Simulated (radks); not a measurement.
Results of a calculation; reference values are marked as such.
Ionisation ladder of thallium, from Tl60+ to Tl62+. Each ion is in the ground configuration listed by NIST, and IE = E(next ion) - E(this ion). Level of theory: Dirac Kohn-Sham, LDA (Slater exchange, Perdew-Wang correlation), spin-unpolarised, spherical densities, finite nucleus; open shells fill j = l - 1/2 first; Fermi nuclear charge, rms radius 5.4759 fm (a radial shooting solver on a logarithmic mesh with Libxc functionals).

species  configuration  E (hartree)  IE, Delta-SCF (eV)  -e(HOMO) (eV)   HOMO  <r> HOMO (bohr)  IE, NIST (eV)    kind  error (eV)
Tl60+         [Ar] 3d3  -16618.8940              6401.9         6322.9  3d3/2            0.147           6392  theory        +9.9
Tl61+         [Ar] 3d2  -16383.6292              6560.7         6481.1  3d3/2            0.146           6560  theory        +0.7
Tl62+         [Ar] 3d1  -16142.5263              6720.9         6640.6  3d3/2            0.145           6714  theory        +6.9

Reference values: NIST Atomic Spectra Database (exp. = measured, semi-emp. = semi-empirical, theory = theoretical value adopted there). The ionisation energy per charge of the ion left behind rises most, in proportion, at Tl61+ ([Ar] 3d2), from 104.95 to 105.82 eV. Spin polarisation and multiplet splitting are left out, so open shells lie too high by an amount that depends on their filling.

Beside tabulated values, note that spin-unpolarised runs miss the spin-polarisation part of the exchange energy of open shells.
